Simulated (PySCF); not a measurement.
# What each rung costs, and what it gives

Saddle point of SnH₆O, closed shell (SnH₄ + H₂O → SnH₄O ([OH][SnH3]) + H₂; bonds formed: Sn1–O7, H2–H6; bonds broken: Sn1–H2, H6–O7), PBE0-D4/def2-TZVP structure:

```json
{"atom": "Sn1", "x (Å)": "-0.6332", "y (Å)": "0.1365", "z (Å)": "-0.5182"}
{"atom": "H2", "x (Å)": "-0.0976", "y (Å)": "0.7949", "z (Å)": "1.4050"}
{"atom": "H3", "x (Å)": "-0.2201", "y (Å)": "-0.8172", "z (Å)": "-1.8902"}
{"atom": "H4", "x (Å)": "-2.1408", "y (Å)": "-0.3757", "z (Å)": "0.0771"}
{"atom": "H5", "x (Å)": "-0.5104", "y (Å)": "1.7714", "z (Å)": "-0.9896"}
{"atom": "H6", "x (Å)": "0.6569", "y (Å)": "0.0771", "z (Å)": "1.2276"}
{"atom": "O7", "x (Å)": "1.0256", "y (Å)": "-0.8072", "z (Å)": "0.5252"}
{"atom": "H8", "x (Å)": "1.9196", "y (Å)": "-0.7796", "z (Å)": "0.1631"}
```

Barriers are electronic and count from the start structure reached by relaxing down the imaginary mode.

Program: PySCF 2.14 with density fitting (its default auxiliary sets; JK sets also for MP2 and CCSD(T)). Basis: as named in each row. Cores are frozen in the correlated methods. Filled d shells of the heavier atoms are correlated. Core potentials replace the inner electrons of the atoms past krypton. The def2 sets are not built for correlating such inner shells, so the correlated values are less sure here. B3LYP uses VWN-RPA correlation. Extrapolation: Hartree–Fock as exp(−7.88 √X), correlation as X^−2.97.

Times are rough, for one single point on 4 threads of a shared host (Intel Xeon).

The estimate by CCSD(T) at an estimated basis limit (MP2 extrapolated from triple and quadruple zeta, plus CCSD(T) − MP2 in triple zeta) is 1.696 eV.

```
   method       basis  time (s)  barrier (eV)  method less estimate
      MP2  def2-QZVPP         7         1.687                -0.009
  PBE0-D4    def2-SVP         7         1.575                -0.121
   PBE-D4    def2-SVP         8         1.329                -0.366
    SPW92  def2-TZVPP        10         1.178                -0.518
 BHLYP-D4  def2-TZVPP        14         1.841                 0.146
  CCSD(T)    def2-SVP        15         1.837                 0.142
   PBE-D4  def2-TZVPP        15         1.401                -0.295
  PBE0-D4  def2-TZVPP        15         1.599                -0.097
 B3LYP-D4  def2-TZVPP        15         1.634                -0.061
r2SCAN-D4  def2-TZVPP        25         1.501                -0.195
  CCSD(T)  def2-TZVPP       280         1.799                 0.103
  wB97M-V  def2-TZVPP       300         1.706                 0.011
```

All methods are single points on the PBE0-D4 structures.

The T1 diagnostic stays at or below 0.015.

Labels in which every atom is bracketed show which atoms are joined, not bond orders.
